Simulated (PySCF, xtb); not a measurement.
C₃H₁₂Si₃, SMILES [SiH3]C[C@H]1C[SiH2][SiH2]1. Other conformers were not sampled.

Harmonic wavenumbers (cm⁻¹) from xtb 6.7.1 with GFN2-xTB at its own minimum, in rising order: 63, 76, 127, 141, 242, 302, 348, 387, 406, 435, 479, 502, 511, 536, 556, 648, 693, 729, 750, 759, 784, 794, 800, 804, 809, 821, 973, 1053, 1106, 1133, 1210, 1229, 1266, 1320, 1484, 1495, 2175, 2194, 2198, 2206, 2244, 2245, 2257, 2907, 2938, 2956, 2967, 2990.

### Question
What does PBE0-D3(BJ)/def2-SVP (PySCF) give at its own minimum? (An estimate is asked for; the answer gives what the named calculation found.)

### Answer
66, 91, 135, 150, 237, 290, 327, 405, 425, 488, 503, 541, 608, 632, 665, 684, 714, 752, 758, 808, 847, 919, 923, 935, 943, 951, 957, 1037, 1095, 1110, 1168, 1222, 1242, 1331, 1416, 1421, 2205, 2216, 2218, 2223, 2225, 2228, 2232, 3034, 3049, 3054, 3107, 3121. Paired by order, the mean absolute difference is 50 cm⁻¹ and the zero-point energies are 80.1 and 82.5 kcal/mol.
